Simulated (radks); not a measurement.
Spherical quantum dot in the effective-mass picture: electrons in a well V = -V0 / (1 + exp((r - R)/a)) with V0 = 51, R = 1.5, a = 0.17, with a point charge +1 (a donor) at the centre, all in effective atomic units (hartree* = m*/eps^2 hartree, bohr* = eps/m* bohr), one dielectric constant everywhere. Calculated with a radial shooting solver with Libxc functionals: non-relativistic Kohn-Sham, LDA (Slater exchange, Perdew-Wang correlation), spin-polarised, spherical densities. Levels are named by radial order and angular momentum (1s, 1p, 1d, 2s, ...), and open shells are averaged over m.

N = 16, configuration 1s2 1p6 1d(up 5, down 3). This is the lowest configuration that the search found. Occupied and some empty levels:

level    occupation  eigenvalue (hartree*)  <r> (bohr*)
1s up             1                -33.107       0.7102
1s down           1                -33.036       0.7079
1p up             3                -30.553       0.8643
1p down           3                -30.467       0.8638
1d up             5                -27.493       0.9548
1d down           3                -27.403       0.9549
2s up             0                -26.462       0.7461
2s down           0                -26.408       0.7474
1f up             0                -23.890        1.024
1f down           0                -23.801        1.024
2p up             0                -21.699       0.8566
2p down           0                -21.639       0.8567

Energy (hartree*): total -593.400, kinetic 82.066, external -789.16, Hartree 129.54, exchange-correlation -15.850.
